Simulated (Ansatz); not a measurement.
Reaction (ligand exchange at the Si–N bond): `BO[SiH2]N` + HBr → `BO[SiH2]Br` + NH₃

Calculated with Ansatz (gas phase, PBE0-D4/def2-TZVP geometries, no zero-point term in ΔE). CBS: MP2 limit from def2 TZ/QZ plus the TZ coupled-cluster correction, frozen cores. This one scheme is used for every species. DFT in def2-TZVPP. B3LYP here is the variant with VWN-RPA as its local correlation; programs differ in this. HSE06 is defined as in plane-wave codes. For Br outer-core shells are correlated without core-valence functions, which leaves a few kJ/mol of doubt a bond. Scalar relativity is left out up to krypton. Each species was taken in one conformer, which may not be the lowest.

`BO[SiH2]N`:

Cartesian coordinates in Å:
```
B -1.248 -0.699 -1.471
O -0.622 -0.798 -0.285
Si 0.784 -0.117 0.293
N 0.554 0.984 1.566
H -0.781 -0.017 -2.348
H -2.274 -1.303 -1.624
H 1.428 0.602 -0.833
H 1.582 -1.252 0.804
H 0.334 0.675 2.498
H 0.241 1.926 1.401
```

HBr:

```xyz
2

Br    0.661    0.179    0.188
H    -0.661   -0.179   -0.188
```

`BO[SiH2]Br`:

```xyz
8

B    -0.848   -0.579    1.214
O    -0.291   -0.724   -0.010
Si    0.719    0.267   -0.853
Br   -0.466    1.489   -2.261
H    -0.595    0.393    1.876
H    -1.578   -1.444    1.603
H     1.427    1.184    0.067
H     1.631   -0.587   -1.636
```

NH₃:

Z-matrix (Å, degrees):
```
N
H 1 1.013
H 1 1.013 2 107.1
H 1 1.013 2 107.1 3 -114.5
```

```tsv
level	ΔE (kJ/mol)	difference from CCSD(T)/CBS
BLYP-D4	-28.9	5.3
PBE0-D4	-34.8	-0.6
revPBE	-36.3	-2.1
B3LYP	-28.1	6.1
HSE06	-34.2	0.0
BHLYP	-28.3	5.9
CCSD/def2-SVP	-22.6	11.6
MP2/def2-TZVPP	-33.0	1.2
SCS-MP2/def2-TZVPP	-30.7	3.5
HF/CBS(def2)	-30.8	3.4
CCSD(T)/CBS	-34.2	0
```

Largest T1 diagnostic among the species: 0.012.

Leaving LDA and LC-ωPBE aside and taking each functional with its dispersion term where it has one, the values, not all of them listed here, spread over 10.7 kJ/mol, from HSE06-D4 to CAM-B3LYP-D4. LDA lies +10.5 kJ/mol from PBE without D4. At CCSD(T), def2-SVP lies +11.6 kJ/mol from the extrapolated value and def2-TZVPP +5.0 kJ/mol.
